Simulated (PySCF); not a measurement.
N-methylmethanimine (C2H5N), SMILES C=NC.

Geometry: PBE0-D3(BJ)/def2-TZVP.

Two levels are set side by side: TDA-PBE/def2-SVPD (PySCF) and TDA-CAM-B3LYP/def2-SVPD (PySCF). Vertical, same geometry. The lowest singlet is HOMO→LUMO 99 % with PBE and HOMO→LUMO 98 % with the other functional; states are paired by order. Differences are taken from unrounded values.

```csv
quantity,TDA-CAM-B3LYP
lowest singlet excitation (eV),5.06
lowest triplet excitation (TDA) (eV),4.15
first bright state (f over 0.05) (eV),8.47
its oscillator strength,0.31
```

Q: What does TDA-PBE give, and how far is it from TDA-CAM-B3LYP? (The exact figures need the calculation; the answer reports its results.)

A: 
| quantity | TDA-PBE | TDA-PBE minus TDA-CAM-B3LYP |
|---|---|---|
| lowest singlet excitation (eV) | 4.83 | -0.23 |
| lowest triplet excitation (TDA) (eV) | 3.94 | -0.21 |
| first bright state (f over 0.05) (eV) | 7.84 | -0.63 |
| its oscillator strength | 0.16 | -0.15 |

A lower first singlet is the usual sign of a functional without exact exchange. Differences between two approximate levels are no errors against the true value.

Rough cost on one machine, each run with all the roots and properties that it gave: TDA-CAM-B3LYP against TDA-PBE about 2 times.
